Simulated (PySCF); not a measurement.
## Assigning NMR signals

Geometry:
```json
{"atom": "C1", "x (Å)": "-1.989", "y (Å)": "-0.213", "z (Å)": "0.031"}
{"atom": "O2", "x (Å)": "-1.022", "y (Å)": "0.429", "z (Å)": "0.853"}
{"atom": "C3", "x (Å)": "0.224", "y (Å)": "0.198", "z (Å)": "0.504"}
{"atom": "N4", "x (Å)": "0.671", "y (Å)": "-0.523", "z (Å)": "-0.473"}
{"atom": "N5", "x (Å)": "2.022", "y (Å)": "-0.445", "z (Å)": "-0.412"}
{"atom": "C6", "x (Å)": "2.311", "y (Å)": "0.307", "z (Å)": "0.584"}
{"atom": "O7", "x (Å)": "1.209", "y (Å)": "0.764", "z (Å)": "1.229"}
{"atom": "H8", "x (Å)": "-2.956", "y (Å)": "0.068", "z (Å)": "0.442"}
{"atom": "H9", "x (Å)": "-1.856", "y (Å)": "-1.296", "z (Å)": "0.062"}
{"atom": "H10", "x (Å)": "-1.895", "y (Å)": "0.125", "z (Å)": "-1.002"}
{"atom": "H11", "x (Å)": "3.283", "y (Å)": "0.588", "z (Å)": "0.929"}
```

- structure optimised with GFN2-xTB
- GIAO PBE0/pcSseg-1 shieldings
- couplings computed with B3LYP/pcJ-1 (spin–dipole term only in couplings to heteroatoms)
- program: PySCF 2.14
- relativity neglected, equivalent nuclei averaged, gas phase, single conformer

Scale: TMS for 13C (σ = 186.93 ppm), 1H (σ = 31.72 ppm) (reference shieldings calculated alike).

(1) Assign these signals to the numbered atoms. 13C{1H} NMR (computed): δ 175.3, 153.7, 60.1.

(2) Assign these signals to the numbered atoms. 1H NMR (600 MHz, computed): δ 7.84 (s, 1H), 4.37 (s, 3H).

## Answers

(1) 
| δ (ppm) | atoms | environment | reason |
| --- | --- | --- | --- |
| 175.3 | C3 | aromatic carbon bearing oxygen | the electronegative substituent deshields the carbon that carries it |
| 153.7 | C6 | aromatic CH between two ring heteroatoms | – |
| 60.1 | C1 | methyl carbon bonded to O | pulled downfield by the heteroatom |

(2) 
```tsv
δ (ppm)	atoms	environment	reason
7.84	H11	hydrogen on an aromatic CH between two ring heteroatoms	the ring current deshields protons in the ring plane
4.37	H8/H9/H10	hydrogen on a methyl carbon bonded to O	its carbon carries O, an electronegative neighbour
```

Shifts are as computed. Against solution values, carbons near 30 ppm lie about +3 ppm off and those near 130 ppm about +5 ppm. Of 1211 compounds with measured shifts, 218 miss one by over three times the rms of a fit or turn the order of signals round; such compounds aren't used in these exercises.
